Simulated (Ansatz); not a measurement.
Total energies of BiH2(vinyl) (C2H5Bi) from Ansatz at PBE-D4/def2-TZVP, gas phase (1 Eh = 27.2114 eV = 2625.5 kJ/mol). The reference geometry is relaxed at PBE-D4/def2-TZVP.

```tsv
state	geometry	energy (Eh)
charge 0 singlet	reference	-293.74487
charge 1 doublet	reference	-293.40577
free Bi atom (quartet)	–	-214.63705
free H atom (doublet)	–	-0.49962
free C atom (triplet)	–	-37.79597
```

In the def2 sets Bi takes a core potential; there is no spin–orbit coupling.

(1) Work out the vertical ionisation energy to the doublet.

(2) What is the binding energy per atom against free atoms?

(1) E(charge 1 doublet) − E(charge 0 singlet) = -293.40577 − (-293.74487) = 0.33910 Eh = 9.23 eV. For comparison, −ε of the highest occupied level is 6.35 eV at this level, 2.88 eV less.

(2) Atoms: 1 × (-214.63705) + 5 × (-0.49962) + 2 × (-37.79597) = -292.72709 Eh. Binding: -292.72709 − (-293.74487) = 1.01778 Eh = 27.70 eV, or 3.46 eV for each of 8 atoms (no zero-point energy, no counterpoise term).
